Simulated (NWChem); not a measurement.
# AlO, doublet; SMILES [Al]=[O]

Results from NWChem. Spin-unrestricted. No stability test was run on the SCF state. Each level has its own optimisation; frequencies are unscaled.

```tsv
level	basis functions	r Al–O (Å)	highest harmonic frequency (cm⁻¹)	zero-point energy (kcal/mol)	dipole (D)	relative time
B3LYP/3-21G	22	1.673	929	1.3	2.74	1
B3LYP/pcseg-1	32	1.642	940	1.3	3.99	2
B3LYP/aug-pcseg-1	50	1.645	926	1.3	4.41	6
B3LYP/pcseg-2	64	1.625	958	1.4	4.24	10
B3LYP/def2-TZVPP	73	1.626	950	1.4	4.13	10
```

Relative times are rough (shared machine, one core).
